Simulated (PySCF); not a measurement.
# Deuteron quadrupole couplings in `CC[Si@@H]([SiH3])[SiH2]C(C)C`

C5H18Si3.
Geometry (GFN2-xTB, Å), atoms numbered from 1 in this order:
```
atom  x, y, z in Å
C1    -3.218    1.552   -0.306
C2    -2.904    0.070   -0.449
Si3   -1.281   -0.426    0.438
Si4   -0.962   -2.722    0.252
Si5    0.430    0.933   -0.370
C6     2.099    0.042   -0.088
C7     2.330   -0.220    1.397
C8     3.266    0.832   -0.670
H9    -3.299    1.825    0.744
H10   -4.158    1.806   -0.795
H11   -2.428    2.154   -0.752
H12   -2.839   -0.180   -1.510
H13   -3.739   -0.509   -0.050
H14   -1.540   -0.096    1.861
H15   -2.174   -3.536    0.383
H16   -0.368   -3.087   -1.038
H17   -0.034   -3.212    1.276
H18    0.328    1.213   -1.814
H19    0.544    2.262    0.257
H20    2.068   -0.929   -0.595
H21    3.271   -0.747    1.556
H22    1.528   -0.825    1.818
H23    2.375    0.719    1.946
H24    3.134    0.985   -1.738
H25    4.209    0.307   -0.514
H26    3.341    1.808   -0.194
```

Level: PBE0/pcSseg-1 (PySCF, non-relativistic); Q(2H) = 0.00286 b; rigid geometry, the same for H and D, with no vibrational averaging.

Question: Rank these positions by the coupling χzz of a deuteron there, largest first.
A. H22 (methyl hydrogen)
B. H14 (Si–H hydrogen)
C. H20 (methine hydrogen)
D. H17 (Si–H hydrogen)

Answer: A (210 kHz), C (202 kHz), D (110 kHz), B (103 kHz).

Q: Give the electric field gradient Vzz (the principal value of largest size), its asymmetry and the 2H coupling at each hydrogen.

A: 
```tsv
atom	bonded to	bond length (Å)	Vzz (au)	η	χzz (kHz)
H9	C1	1.088	0.3135	0.02	211
H10	C1	1.089	0.3131	0.02	210
H11	C1	1.089	0.3130	0.03	210
H12	C2	1.092	0.3107	0.03	209
H13	C2	1.091	0.3116	0.03	209
H14	Si3	1.484	0.1532	0.02	103
H15	Si4	1.466	0.1642	0.00	110
H16	Si4	1.467	0.1633	0.01	110
H17	Si4	1.466	0.1640	0.01	110
H18	Si5	1.474	0.1584	0.01	106
H19	Si5	1.474	0.1588	0.02	107
H20	C6	1.096	0.2999	0.02	202
H21	C7	1.090	0.3114	0.02	209
H22	C7	1.089	0.3127	0.03	210
H23	C7	1.089	0.3124	0.02	210
H24	C8	1.088	0.3151	0.02	212
H25	C8	1.090	0.3114	0.02	209
H26	C8	1.088	0.3134	0.02	211
```

Q: Average by the element that carries the hydrogen.

A: on C: 209 kHz over 12 positions, mean bond length 1.090 Å; on Si: 108 kHz over 6 positions, mean bond length 1.472 Å.

Q: How does χzz go with the bond length over the 12 C–H bonds?

A: A straight-line fit has a slope of -10.2 kHz for each 0.01 Å, with a correlation coefficient of -0.95, over lengths from 1.088 to 1.096 Å. The longer bonds have the smaller couplings here.

Q: Give the 2H NMR doublet splittings at H23 for a magnetic field along the z, y and x axes of the gradient: 3χ/2, 3χ(1 + η)/4, 3χ(1 − η)/4.

A: With |χ| = 209.9 kHz and η = 0.020: 315, 161 and 154 kHz, to first order and without motion.

Isolated species at its GFN2-xTB geometry (one conformer only). GFN2-xTB bond lengths can be off by several hundredths of an ångström, more for odd bonds, and the gradients follow them. A larger basis could move these couplings by a tenth or more.
